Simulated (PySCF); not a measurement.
C7H9O2 (doublet state).
Cartesian coordinates in Å at the GFN2-xTB level; atoms count from 1:
```xyz
18
C7H9O2 angstrom
C     -2.2521    1.0645    0.3986
C     -1.2469    0.2387   -0.0476
C     -1.3596   -0.5130   -1.1959
C      0.0513    0.1867    0.7399
C      0.6806   -1.2057    0.8392
O      1.5308   -1.3481   -0.2858
C      2.0764   -0.0858   -0.5774
C      1.1039    0.9541   -0.0488
O      1.1649    2.1383   -0.2167
H     -2.1497    1.6542    1.2903
H     -3.1720    1.1509   -0.1505
H     -0.5630   -1.1438   -1.5438
H     -2.2665   -0.4897   -1.7724
H     -0.0989    0.6473    1.7169
H     -0.0496   -2.0147    0.8025
H      1.2675   -1.2895    1.7660
H      2.2302    0.0014   -1.6550
H      3.0439    0.0604   -0.0711
```

The hyperfine couplings belong to this conformer and change with its torsions.

Identity: `O=C1[C@H](COC1)C([CH2])=C` [radical].

Computed, not measured: UKS B3LYP, pcH-1 on C H O, non-relativistic, mean-field spin-orbit, GIAO (PySCF 2.14.0). One conformer (not necessarily the lowest) at the GFN2-xTB geometry, without solvent, vibrations or thermal averaging. A GFN2-xTB geometry isn't a minimum of the functional, and hyperfine couplings can be far from their values at a DFT geometry. Stability of the SCF solution: not tested. ⟨S²⟩ is 0.778 where a pure state has 0.75.

Question: Give the principal g shifts and their parts.

Answer: 
```csv
Δg (ppm),1,2,3
relativistic mass correction,-134,-134,-134
gauge correction,1,32,34
orbital Zeeman/spin–orbit,46,568,610
total,-87,465,510
```

So g = 2.00223, 2.00278, 2.00283 and g_iso = 2.00262; the tensor is close to axial: the two nearest values differ by 8 % of g3 − g1. 

Question: What are the electron Larmor frequencies g μB B/h along the three axes at 330 mT?

Answer: 9.2478, 9.2504, 9.2506 GHz for g1, g2 and g3, a range of 2.8 MHz.

Question: At 9.728 GHz, how far is the centre of the isotropic spectrum from where a free electron (g = 2.002319) resonates?

Answer: B = hν/(g μB) with μB/h = 13.99624 MHz/mT gives 347.12 mT for the free electron and 347.07 mT at g_iso, 0.05 mT lower.

Question: In a frozen sample, at which fields do the three g values resonate at 9.5, 34, 94 and 263 GHz (hyperfine left aside), and which band first spreads them over more than twice a line width of 1.0 mT?

Answer: 
| band | GHz | B(g3) mT | B(g2) mT | B(g1) mT | spread mT |
| --- | --- | --- | --- | --- | --- |
| X | 9.5 | 338.90 | 338.90 | 339.00 | 0.10 |
| Q | 34.0 | 1212.90 | 1212.92 | 1213.26 | 0.36 |
| W | 94.0 | 3353.30 | 3353.37 | 3354.30 | 1.00 |
| J | 263.0 | 9382.10 | 9382.31 | 9384.90 | 2.80 |

The spread grows in proportion to the frequency. J band is the first where it exceeds 2.0 mT.

The Mulliken spin populations are largest on C3 (+0.69), C1 (+0.68) and C2 (-0.26). The angles at C3 add up to 360.0°, so it is planar; its axial dipolar tensor and the negative couplings of its protons fit spin in a p orbital normal to that plane.

The HOMO–LUMO gaps are 4.64 eV among the α and 4.29 eV among the β orbitals.
